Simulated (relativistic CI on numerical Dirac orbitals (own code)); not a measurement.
## Mo3+: 4s photoemission

Computed with this model: Dirac-Coulomb-Breit CI, KLI orbitals optimised for each configuration, a model potential for QED, valence Slater integrals scaled by 0.8, multiplet model of photoemission in the sudden approximation; configurations [Kr] 4d3 → [Ar] 3d10 4s 4p6 4d3; 80 K; Lorentzian 2 eV and Gaussian 0.6 eV FWHM. Energies are those of the free ion, without screening or charge transfer. The energies are binding energies and can lie tens of eV above those of solids. Without intra-shell correlation the exchange splitting of an s hole comes out too large, often by half or more. S is read from ⟨S²⟩ = S(S + 1).

free ion: ground-state S = 1.49, centroid 109.67 eV. Peaks (eV, height): 107.8 (100), 113.0 (60).

Strongest unbroadened transitions for free ion:

```tsv
Energy (eV)	Relative strength
107.69	100.0
107.75	68.2
110.98	0.0
111.02	0.5
111.26	0.1
111.38	0.5
112.42	0.3
113.02	95.6
113.95	1.6
114.26	0.0
```
